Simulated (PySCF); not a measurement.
**Energy of Te⁺ (tellurium, charge +1) between two integer charges**

The 5p alpha orbital of [Kr] 4d10 5s2 5p3 is emptied in steps (occupation f), with all orbitals relaxed, ending at [Kr] 4d10 5s2 5p2. Computed with PySCF 2.14 in def2-TZVP with the def2 core potential (28 electrons) (6s5p3d2f, 50 functions), with scalar relativity through the core potential. The exact energy is a straight line in f; departures are measured from the line between the end points of the same method.

```json
{"f": "1", "UHF (eV)": "0.000", "LDA (eV)": "0.000", "PBE (eV)": "0.000", "PBE0 (eV)": "0.000", "r2SCAN (eV)": "0.000", "LC-wPBE (eV)": "0.000", "BHandHLYP (eV)": "0.000", "wB97X (eV)": "0.000", "BLYP (eV)": "0.000", "HSE06 (eV)": "0.000"}
{"f": "0.9", "UHF (eV)": "0.043", "LDA (eV)": "-0.391", "PBE (eV)": "-0.380", "PBE0 (eV)": "-0.275", "r2SCAN (eV)": "-0.360", "LC-wPBE (eV)": "-0.034", "BHandHLYP (eV)": "-0.178", "wB97X (eV)": "-0.059", "BLYP (eV)": "-0.388", "HSE06 (eV)": "-0.313"}
{"f": "0.7", "UHF (eV)": "0.098", "LDA (eV)": "-0.916", "PBE (eV)": "-0.888", "PBE0 (eV)": "-0.642", "r2SCAN (eV)": "-0.834", "LC-wPBE (eV)": "-0.078", "BHandHLYP (eV)": "-0.417", "wB97X (eV)": "-0.140", "BLYP (eV)": "-0.908", "HSE06 (eV)": "-0.730"}
{"f": "0.5", "UHF (eV)": "0.115", "LDA (eV)": "-1.094", "PBE (eV)": "-1.057", "PBE0 (eV)": "-0.762", "r2SCAN (eV)": "-0.984", "LC-wPBE (eV)": "-0.090", "BHandHLYP (eV)": "-0.496", "wB97X (eV)": "-0.169", "BLYP (eV)": "-1.083", "HSE06 (eV)": "-0.869"}
{"f": "0.3", "UHF (eV)": "0.095", "LDA (eV)": "-0.920", "PBE (eV)": "-0.887", "PBE0 (eV)": "-0.638", "r2SCAN (eV)": "-0.818", "LC-wPBE (eV)": "-0.072", "BHandHLYP (eV)": "-0.417", "wB97X (eV)": "-0.144", "BLYP (eV)": "-0.911", "HSE06 (eV)": "-0.730"}
{"f": "0.1", "UHF (eV)": "0.040", "LDA (eV)": "-0.395", "PBE (eV)": "-0.380", "PBE0 (eV)": "-0.272", "r2SCAN (eV)": "-0.348", "LC-wPBE (eV)": "-0.029", "BHandHLYP (eV)": "-0.179", "wB97X (eV)": "-0.063", "BLYP (eV)": "-0.391", "HSE06 (eV)": "-0.312"}
{"f": "0", "UHF (eV)": "0.000", "LDA (eV)": "0.000", "PBE (eV)": "0.000", "PBE0 (eV)": "0.000", "r2SCAN (eV)": "0.000", "LC-wPBE (eV)": "0.000", "BHandHLYP (eV)": "0.000", "wB97X (eV)": "0.000", "BLYP (eV)": "0.000", "HSE06 (eV)": "0.000"}
```

Task: For HSE06, how does the orbital energy at f = 1 compare with the removal energy?

Result: −ε = 15.353 eV against a total-energy difference of 18.826 eV. By Janak's theorem ε = ∂E/∂f, so the gap between them reflects the curvature. Along the path −ε is 16.046 (f = 0.9), 17.434 (f = 0.7), 18.826 (f = 0.5), 20.219 (f = 0.3), 21.606 (f = 0.1) eV.

```
   method  E(f=0) − E(f=1) (eV)  −ε at f=1 (eV)  −ε at f=0.5 (eV)
      UHF                18.362          18.838            18.355
      LDA                18.933          14.591            18.921
      PBE                18.752          14.532            18.754
     PBE0                18.857          15.797            18.868
   r2SCAN                19.010          14.996            19.061
  LC-wPBE                18.916          18.532            18.932
BHandHLYP                18.699          16.717            18.697
    wB97X                18.569          17.913            18.556
     BLYP                18.505          14.199            18.496
    HSE06                18.826          15.353            18.826
```

Reference removal energy between the ground levels: 18.6 ± 0.4 eV (measured; NIST Atomic Spectra Database, ionization energies). The calculation has no spin-orbit coupling. UHF lacks correlation.
